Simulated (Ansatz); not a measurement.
Geometry optimisation, RKS B3LYP-D4/STO-3G (Ansatz).

Input file:

```yaml
crystal:
  periodic: [false, false, false]
  atoms:
    - { symbol: O, position_ang: [-1.4778, 2.1819, 1.2819] }
    - { symbol: Si, position_ang: [-0.7848, 0.7443, 1.1615] }
    - { symbol: Si, position_ang: [0.1828, 0.4492, -0.9078] }
    - { symbol: Si, position_ang: [1.2537, -1.6076, -0.6887] }
    - { symbol: Cl, position_ang: [2.106, -2.1881, -2.4434] }
    - { symbol: H, position_ang: [-2.4761, 2.2668, 1.0685] }
    - { symbol: H, position_ang: [0.253, 0.6419, 2.2481] }
    - { symbol: H, position_ang: [-1.785, -0.2688, 1.363] }
    - { symbol: H, position_ang: [1.2312, 1.5269, -1.1292] }
    - { symbol: H, position_ang: [-0.8111, 0.4802, -1.9531] }
    - { symbol: H, position_ang: [0.1494, -2.6576, -0.3641] }
    - { symbol: H, position_ang: [2.2356, -1.6242, 0.3972] }
basis:
  gaussian: { orbitals: STO-3G }
hamiltonian:
  xc: b3lyp
  dispersion: d4
relax:
  f_tol: 0.02
  max_steps: 50
```

Launched with:

```bash
$ ansatz run input.yaml --threads 1 --pin off --max-ram 2048MiB --backend cpu --events-out ev --progress --plain --runs-dir out
```

Task: Where does it end, and by what steps?

Result: It converged. Limits of this set-up: minimal basis. After 9 steps the energy has fallen by 0.834 eV; H6 moved furthest, 0.41 Å.

```tsv
step	energy less start (eV)	largest force component (eV/Å)	accepted
0	0.0000	4.433	yes
1	-0.5991	2.272	yes
2	-0.7575	1.178	yes
3	-0.7707	1.072	yes
4	-0.8234	0.174	yes
5	-0.8305	0.037	yes
6	-0.8334	0.024	yes
7	-0.8333	0.063	no
8	-0.8341	0.021	yes
9	-0.8343	0.003	yes
```

```xyz
12
Properties=species:S:1:pos:R:3
O -1.564 2.346 1.381
Si -0.835 0.788 1.257
Si 0.182 0.373 -0.732
Si 1.214 -1.639 -0.724
Cl 2.099 -2.050 -2.607
H -2.325 2.320 0.695
H 0.138 0.753 2.325
H -1.806 -0.265 1.506
H 1.164 1.390 -1.036
H -0.784 0.381 -1.809
H 0.304 -2.736 -0.468
H 2.289 -1.717 0.244
```

Whether the end is a true minimum wasn't checked by a vibrational analysis.

Run time: 48 s on 1 thread of Intel(R) Xeon(R) Processor @ 2.70GHz, on a shared host, peak memory 0.15 GiB.
